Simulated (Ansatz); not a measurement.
B2N2. Total charge 0; singlet. Geometry r2SCAN-D4/def2-TZVP.

```tsv
atom	x (Å)	y (Å)	z (Å)
B1	-0.723	-0.174	-0.061
B2	0.723	0.174	0.061
N3	0.101	-0.743	0.923
N4	-0.101	0.743	-0.923
```

LC-ωPBE has ω = 0.4 bohr⁻¹. At PBE-D4/def2-TZVP, PBE0-D4/def2-TZVP the restricted singlet is unstable: a solution with broken spin symmetry lies lower. At PBE-D4/def2-TZVP, PBE-D4/def2-TZVPD an occupied level of the charge 0 singlet lies above an empty one (by up to 0.16 eV), so this SCF solution is probably not the lowest. The restricted singlet is unstable towards broken spin symmetry at other levels; at PBE-D4/def2-TZVPD, BHLYP-D4/def2-TZVP, LC-ωPBE/def2-TZVP this wasn't settled. The geometry of the singlet was relaxed on an unsound state (an occupied level 0.05 eV above an empty one). At PBE0-D4/def2-TZVP a triplet of charge 0 lies 0.87 eV below the restricted singlet, each at its own geometry. The structure comes from a short search, and lower isomers may exist.

(1) Estimate the orbital energies around the gap (eV) in Ansatz with PBE-D4/def2-TZVP, PBE-D4/def2-TZVPD, PBE0-D4/def2-TZVP, BHLYP-D4/def2-TZVP, LC-ωPBE/def2-TZVP.

Results:

(1) 
```
orbital  PBE-D4/def2-TZVP  PBE-D4/def2-TZVPD  PBE0-D4/def2-TZVP  BHLYP-D4/def2-TZVP  LC-ωPBE/def2-TZVP
 HOMO−5            -11.19             -11.23             -12.63              -13.87             -15.52
 HOMO−4            -10.36             -10.39             -11.95              -13.50             -14.95
 HOMO−3            -10.23             -10.26             -11.72              -12.93             -14.79
 HOMO−2             -9.96             -10.00             -11.36              -12.61             -14.25
 HOMO−1             -7.21              -7.25              -8.62               -9.96             -11.33
   HOMO             -6.04              -6.08              -7.08               -8.04              -9.70
   LUMO             -6.20              -6.24              -5.34               -4.43              -3.05
 LUMO+1             -2.30              -2.35              -1.22               -0.20               1.15
 LUMO+2             -1.54              -1.58              -0.55                0.39               1.65
 LUMO+3              0.46               0.19               1.62                2.47               3.73
 LUMO+4              1.42               0.40               2.15                2.69               3.95
 LUMO+5              1.91               0.85               2.57                3.01               4.29
```
